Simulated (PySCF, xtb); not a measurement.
In(H)2(OSiH3) (H₅InOSi), SMILES [SiH3][O][InH2].

Harmonic wavenumbers (cm⁻¹) from xtb 6.7.1 with GFN2-xTB at its own minimum, in rising order: 20, 60, 91, 304, 369, 386, 565, 608, 610, 767, 788, 820, 926, 1516, 1617, 2133, 2159, 2218.

Q: What does PBE0-D3(BJ)/def2-SVP (PySCF) give at its own minimum? (Estimate from the structure and the level; the computed values follow.)

A: 53, 89, 104, 407, 442, 549, 572, 731, 738, 949, 952, 1000, 1004, 1835, 1859, 2177, 2207, 2215. Paired by order, the mean absolute difference is 107 cm⁻¹ and the zero-point energies are 22.8 and 25.6 kcal/mol.
